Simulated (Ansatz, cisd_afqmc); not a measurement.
Species: S, charge 1, quartet.

Total energies in aug-cc-pV(Q+d)Z, 5 correlated electrons, 5 frozen orbitals. UHF or UKS for unpaired electrons; spin-orbit terms are left out. Cores are frozen in correlated methods. No relativity. The Monte Carlo rows (phaseless AFQMC, CISD trial, step 0.005/hartree) carry one-sigma bars that omit the constraint's bias. Outlying blocks are dropped, and bars are widened where a walk drifts. Over all cases where full CI ran beside it in this data, AFQMC minus full CI had a median of +0.1 mEh and passed +0.4 mEh in a tenth of the cases.

```
method         program         energy (Eh)  minus CCSDT(Q) (mEh)
----------  ----------  ------------------  --------------------
HF              Ansatz          -397.17322                119.33
MP2             Ansatz          -397.27008                 22.47
CCSD            Ansatz          -397.28748                  5.07
CCSD(T)         Ansatz          -397.29174                  0.81
CCSDT(Q)        Ansatz          -397.29255                  0.00
AFQMC/CISD  cisd_afqmc  -397.2925 ± 0.0001             0.1 ± 0.1
```

Ansatz is a program for electronic structure.
